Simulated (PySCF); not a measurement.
**Computed spin Hamiltonian**

Species: C6H9S (doublet state).
Cartesian coordinates in Å at the GFN2-xTB level; atoms count from 1:
```xyz
16
C6H9S angstrom
C     -0.920    1.817   -1.781
C     -0.330    1.198   -0.944
C      0.402    0.435    0.054
C      1.845    0.430   -0.308
S      3.067    0.107    0.860
C     -0.175   -1.001    0.152
C     -1.626   -0.993    0.613
H     -1.442    2.367   -2.506
H      0.270    0.920    1.032
H      2.141    0.202   -1.316
H      2.386    0.553    1.922
H      0.438   -1.571    0.855
H     -0.099   -1.478   -0.827
H     -2.008   -2.010    0.670
H     -2.241   -0.429   -0.083
H     -1.715   -0.538    1.598
```

The hyperfine couplings belong to this conformer and change with its torsions.

As a line formula: `C#C[C@H]([CH]S)CC` [radical].

Computed with UKS B3LYP, pcH-1 on C H S, non-relativistic, mean-field spin-orbit, GIAO in PySCF. The structure is a single GFN2-xTB conformer in the gas phase; no vibrational or solvent corrections. Couplings are sensitive to structure, and on GFN2-xTB geometries they can be far from those on DFT ones. No stability test was run, so a lower SCF solution isn't excluded.

| Item | Value |
| --- | --- |
| g1, g2, g3 | 2.00198, 2.00311, 2.00746 |
| g_iso | 2.00418 |
| Form of g | rhombic: the two nearest values differ by 20 % of g3 − g1 |
| ⟨S²⟩ | 0.7542 (exact 0.7500) |
| α and β electrons | 31, 30 |
| HOMO–LUMO gap, α and β orbitals | 4.90, 5.95 eV |

Isotropic coupling and dipolar principal values T1 to T3, in MHz; ρ(0) is the spin density at the nucleus:

```csv
atom,isotope,a_iso,of which spin–orbit,T1,T2,T3,Mulliken spin population,ρ(0) (bohr⁻³)
C1,13C,0.4,0.0,-1.2,0.3,0.9,0.00,0.0003
C2,13C,18.6,0.0,-1.5,-1.2,2.7,0.01,0.0165
C3,13C,-20.8,0.0,-2.4,-1.4,3.8,-0.06,-0.0185
C4,13C,142.4,0.3,-73.3,-72.3,145.6,0.86,0.1264
S5,33S,4.0,-0.4,-22.4,-18.1,40.5,0.17,0.0127
C6,13C,49.5,0.0,-5.4,-5.1,10.5,0.04,0.0441
C7,13C,6.0,0.0,-1.3,-1.2,2.5,0.01,0.0054
H8,1H,0.2,0.0,-0.9,-0.7,1.6,0.00,0.0000
H9,1H,22.1,0.0,-4.9,-4.1,8.9,0.01,0.0049
H10,1H,-52.0,0.1,-33.8,-2.1,35.9,-0.04,-0.0117
H11,1H,4.0,0.0,-3.9,-2.3,6.2,0.00,0.0009
H12,1H,-3.6,0.0,-4.7,-1.0,5.6,0.00,-0.0008
H13,1H,-2.8,0.0,-4.4,-1.9,6.3,0.00,-0.0006
H14,1H,5.7,0.0,-1.3,-0.5,1.8,0.00,0.0013
H15,1H,0.1,0.0,-1.5,-0.8,2.3,0.00,0.0000
H16,1H,-0.6,0.0,-1.5,-0.7,2.2,0.00,-0.0001
```

Largest spin populations (Mulliken): C4 (+0.86) and S5 (+0.17). The angles at C4 add up to 355.0°, so it is nearly planar; its axial dipolar tensor and the negative coupling of its proton fit spin in a p orbital normal to that plane.

Axes: g3 points within 8° of the S5–H11 bond.

Under fast tumbling the dipolar parts average out, and these isotropic splittings remain: 1 × 1H (H10, I = 1/2, 2 lines) with 1.86 mT, 1 × 1H (H9, I = 1/2, 2 lines) with 0.79 mT, 1 × 1H (H11, I = 1/2, 2 lines) with 0.14 mT, 1 × 1H (H12, I = 1/2, 2 lines) with 0.13 mT, 1 × 1H (H13, I = 1/2, 2 lines) with 0.10 mT and 3 × 1H (H14/H15/H16, I = 1/2, 4 lines) with 0.06 mT.

Class means assume fast exchange of nuclei equivalent by connectivity; if that motion is slow, each nucleus keeps its own coupling. The three 1H nuclei of mean +1.8 MHz run from -0.6 to 5.7 MHz in the frozen geometry.

The 13C coupling of C4 (142.4 MHz) shows only in satellite lines or after enrichment, since that isotope makes up about 1.07 % of natural carbon.

Examples of negative spin density at the nucleus (bohr⁻³): C3 (-0.0185) and H10 (-0.0117).
